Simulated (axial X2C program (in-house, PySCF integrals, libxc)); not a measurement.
**PmF⁻: a free-ion multiplet in an axial field**

Computed with an in-house all-electron X2C program for linear molecules (integrals from PySCF): two-component X2C with atomic mean-field Coulomb and Gaunt terms, basis Pm dyall-v3z, F dyall-av3z (cores contracted in-house). Orbitals come from Hartree–Fock averaged over the configuration Pm f5 s2; CI then distributes these electrons over the f, s shells of Pm.

R = 2.183 Å.

(1) Which level do Hund's rules give for f5, how many Ω levels does it split into, and what is its Landé factor?

The computed levels compare thus:

```tsv
Ω	energy (cm⁻¹)	g∥ computed	2gJΩ
1/2	0	0.65	0.29
3/2	178	2.33	0.86
5/2	602	4.49	1.43
```

The 3 lowest levels are just these Ω; they span 602 cm⁻¹, the lowest has Ω = 1/2, and the next level lies at 816 cm⁻¹. Departures of g∥ from 2gJΩ come from intermediate coupling and from mixing with the higher-lying level J + 1 of the term. The computed g∥ is the magnitude of 2⟨Lz + ge Sz⟩.

Dynamic correlation is missing, so gaps between terms are too wide and other configurations may lie lower; the lowest level listed is that of this model, not necessarily the ground state. At most 4 roots were kept for each Ω > 0 (twice that for Ω = 0) within 2.2 eV of the lowest, so higher up levels can be missing between those listed; levels with Ω > 0 are doubly degenerate and listed once, Ω = 0 levels singly. For an anion, levels above electron detachment are held by the basis set.

## Answers

(1) S = 5/2, L = 5, J = 5/2 (6H5/2). It gives Ω = 1/2 to 5/2, 3 levels. gJ = 3/2 + [S(S+1) − L(L+1)]/[2J(J+1)] = 0.286, so g∥ = 2gJΩ.
